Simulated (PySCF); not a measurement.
**Working out the ionisation energy of N²⁺**

N²⁺ [He] 2s2 2p1 (2P) → N³⁺ [He] 2s2 (1S). Computed with PySCF 2.14 in x2c-QZVPPall with one added diffuse shell each of s, p, d, f type (8s5p4d3f1g, 73 functions), with scalar relativity by spin-free X2C-1e. Frozen: nothing. Energies in hartree (1 hartree = 27.21139 eV):

```tsv
part	N²⁺ (lower)	N³⁺ (upper)
UHF	-52.850165	-51.112011
MP2 opposite-spin	-0.075754	-0.070563
MP2 same-spin	-0.005639	-0.000915
```

Problem. What does Hartree-Fock give?

Solution. (-51.112011) − (-52.850165) = 1.738154 hartree = 47.298 eV.

Problem. What do MP2 and SCS-MP2 (6/5 opposite-spin, 1/3 same-spin) give?

Solution. The opposite-spin parts differ by 0.141 eV and the same-spin parts by 0.129 eV. MP2: 47.298 + (0.141) + (0.129) = 47.568 eV. SCS-MP2: 47.298 + 1.2 × (0.141) + (0.129)/3 = 47.510 eV.

A first-order spin-orbit estimate adds 0.015 eV to MP2 (valence and next inner shell), giving 47.583 eV against 47.445 eV (semi-empirical (NIST evaluation); NIST Atomic Spectra Database, ionization energies).

What remains against the reference includes basis incompleteness and correlation beyond second order.
